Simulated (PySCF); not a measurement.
**Polarisability and C₆ of Br²⁺ (bromine, charge +2)**

[Ar] 3d10 4s2 4p3, high-spin 4S determinant. All numbers are calculated (PySCF 2.14, scalar relativity by spin-free X2C-1e, in aug-cc-pVQZ-DK (8s7p5d3f2g, 93 functions)). Coupled (time-dependent) response in atomic units; α is the mean over directions.

```json
{"method": "wB97X-V", "mean α (bohr³)": "8.262", "C₆ (like pair)": "39.44", "S(−4)": "15.45"}
```

S(−4) is the Cauchy moment in α(ω) = α(0) + S(−4) ω² + …

α(iu) at wB97X-V:

```json
{"u (hartree)": "0", "α(iu) (bohr³)": "8.262"}
{"u (hartree)": "0.0500", "α(iu) (bohr³)": "8.223"}
{"u (hartree)": "0.100", "α(iu) (bohr³)": "8.110"}
{"u (hartree)": "0.200", "α(iu) (bohr³)": "7.691"}
{"u (hartree)": "0.300", "α(iu) (bohr³)": "7.090"}
{"u (hartree)": "0.500", "α(iu) (bohr³)": "5.701"}
{"u (hartree)": "0.750", "α(iu) (bohr³)": "4.172"}
{"u (hartree)": "1.00", "α(iu) (bohr³)": "3.073"}
{"u (hartree)": "1.50", "α(iu) (bohr³)": "1.809"}
{"u (hartree)": "2.00", "α(iu) (bohr³)": "1.188"}
{"u (hartree)": "3.00", "α(iu) (bohr³)": "0.6388"}
{"u (hartree)": "5.00", "α(iu) (bohr³)": "0.2868"}
```

For an ion, C₆ is the dispersion term alone; charge-induced terms of lower order in 1/R come first.
